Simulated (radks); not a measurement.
The numbers below are computed, except where a source is named.
Species: the osmium ion Os3+. Configuration: [Xe] 4f14 5d5 (the NIST ground configuration).

Level of theory: scalar-relativistic Kohn-Sham, Slater X-alpha with alpha = 0.622, spin-polarised, spherical densities, point nucleus; open shells are filled with parallel spins first (spin-orbit coupling, left out, can overturn this in heavy ions) (a radial shooting solver on a logarithmic mesh with Libxc functionals).

Energy parts (eV):
| part | energy |
|---|---|
| total | -468386.33 |
| kinetic | 519322.87 |
| electron-nucleus | -1159810.14 |
| Hartree | 180209.84 |
| exchange | -8108.91 |

Orbitals (lengths in bohr, moments of r in powers of bohr; <r^-3> diverges for s and p1/2):
orbital  occ.  eigenvalue (eV)   <1/r>  <r^-3>      <r>
1s up       1        -73795.18   90.41       -  0.01775
1s down     1        -73795.19   90.41       -  0.01775
2s up       1        -12868.72   21.16       -  0.07497
2s down     1        -12868.44   21.16       -  0.07497
2p up       3        -11210.50   19.04   21850  0.06733
2p down     3        -11210.27   19.04   21850  0.06733
3s up       1        -3013.676   7.834       -   0.1942
3s down     1        -3013.549   7.834       -   0.1942
3p up       3        -2527.114   7.201    4919   0.1948
3p down     3        -2526.979   7.201    4919   0.1948
3d up       5        -1982.727   6.796   624.0   0.1764
3d down     5        -1982.524   6.796   624.0   0.1764
4s up       1        -656.6063   3.344       -   0.4325
4s down     1        -656.3206   3.343       -   0.4325
4p up       3        -497.0836   3.029    1161   0.4603
4p down     3        -496.7930   3.029    1161   0.4603
4d up       5        -299.1806   2.702   126.9   0.4903
4d down     5        -298.8225   2.703   127.0   0.4900
4f up       7         -79.4276   2.229   22.70   0.5607
4f down     7         -78.7998   2.239   22.88   0.5564
5s up       1        -120.5881   1.333       -    1.008
5s down     1        -118.0054   1.346       -    1.000
5p up       3         -80.0474   1.128   180.6    1.168
5p down     3         -76.7486   1.143   186.8    1.156
5d up       5         -34.5441  0.7907   10.92    1.630
5d down     0         -30.3149  0.7987   11.35    1.627

The highest occupied level is 5d up at -34.544 eV. For comparison, the ionisation energy in NIST's Atomic Spectra Database is 41 eV (theoretical). In exact Kohn-Sham theory the highest level is minus the ionisation energy, but local and semilocal functionals leave it too shallow, through self-interaction and a potential that decays too fast; potentials with the right tail come closer. Spin moment in Bohr magnetons: 5.
